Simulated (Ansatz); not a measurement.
Isolated molecules relaxed with PBE0-D4/def2-TZVP in Ansatz; ΔE leaves out vibrations. CCSD(T)/CBS adds triple-zeta CCSD(T) − MP2 to the extrapolated MP2 energy (def2 sets, frozen cores). Functionals use def2-TZVPP. B3LYP here is the variant with VWN-RPA as its local correlation; programs differ in this. For Zn outer-core shells are correlated without core-valence functions, which leaves a few kJ/mol of doubt a bond. Scalar relativity is left out up to krypton. Each species was taken in one conformer, which may not be the lowest.

Reaction (formal exchange of groups at a Zn–C bond): `O=C[CH2][ZnH]` + `COBCl` → `CO[BH][ZnH]` + `O=CCCl`

```tsv
level	ΔE (kJ/mol)	difference from CCSD(T)/CBS
PBE-D4	194.9	-3.6
r2SCAN-D4	208.4	9.9
PBE0-D4	200.0	1.5
B3LYP-D4	197.9	-0.6
ωB97X-V	195.5	-3.0
ωB97M-V	198.1	-0.4
B2PLYP	202.4	3.9
PBE	194.4	-4.1
r2SCAN	208.3	9.8
PBE0	199.5	1.0
B3LYP	197.0	-1.5
HF/def2-TZVPP	203.1	4.6
MP2/def2-TZVPP	212.7	14.2
SCS-MP2/def2-TZVPP	203.5	5.0
CCSD/def2-TZVPP	200.0	1.5
CCSD(T)/def2-TZVPP	200.3	1.8
HF/def2-QZVPP	203.2	4.7
MP2/def2-QZVPP	211.8	13.3
SCS-MP2/def2-QZVPP	202.7	4.2
HF/CBS(def2)	203.3	4.8
MP2/CBS(def2)	211.0	12.5
CCSD/CBS(def2)	198.3	-0.2
CCSD(T)/CBS	198.5	0
```

Largest T1 diagnostic among the species: 0.016.

From PBE to PBE0 (25 % exact exchange), in def2-TZVPP and without D4, ΔE moves by +5.1 kJ/mol.
